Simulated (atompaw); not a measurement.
## An all-electron radial function and its pseudo partner (I)

Columns: radius, all-electron u(r) and pseudo u(r) of the 5s shell (level -16.53 eV) of iodine in the configuration [Kr] 4d10 5s1.5 5p5.5; LDA (PW92), non-relativistic, PAW (atompaw) scheme, atompaw 4.2.0.5.

| r (bohr) | all-electron | pseudo |
| --- | --- | --- |
| 0.083 | -0.1864 | 0.0434 |
| 0.165 | 0.1033 | 0.0867 |
| 0.248 | 0.2761 | 0.1312 |
| 0.331 | 0.1319 | 0.1767 |
| 0.413 | -0.1172 | 0.2228 |
| 0.496 | -0.3189 | 0.2706 |
| 0.579 | -0.4118 | 0.3197 |
| 0.662 | -0.3992 | 0.3697 |
| 0.744 | -0.3103 | 0.4198 |
| 0.827 | -0.1738 | 0.4706 |
| 0.910 | -0.0165 | 0.5210 |
| 0.992 | 0.1410 | 0.5696 |
| 1.075 | 0.2905 | 0.6167 |
| 1.158 | 0.4231 | 0.6609 |
| 1.240 | 0.5343 | 0.7008 |
| 1.323 | 0.6258 | 0.7364 |
| 1.406 | 0.6970 | 0.7664 |
| 1.488 | 0.7488 | 0.7898 |
| 1.571 | 0.7846 | 0.8068 |
| 1.654 | 0.8057 | 0.8165 |
| 1.737 | 0.8144 | 0.8190 |
| 1.819 | 0.8129 | 0.8145 |
| 1.902 | 0.8029 | 0.8033 |
| 1.985 | 0.7861 | 0.7861 |
| 2.067 | 0.7642 | 0.7642 |
| 2.150 | 0.7381 | 0.7381 |

(1) How many radial nodes do the two functions have?

(2) Where does each function peak?

(3) Is the pseudo-wave norm-conserving?

Results:

(1) The all-electron 5s function has n − l − 1 = 4 (the table is too coarse to show those close to the nucleus); the pseudo-wave has 0, since the states of the same l below it are removed with the core.

(2) Outermost all-electron maximum near 1.74 bohr, pseudo maximum near 1.74 bohr (to the table’s step).

(3) No, it belongs to a PAW set: the norm inside the radius is not constrained, and the difference is carried by the augmentation charge.
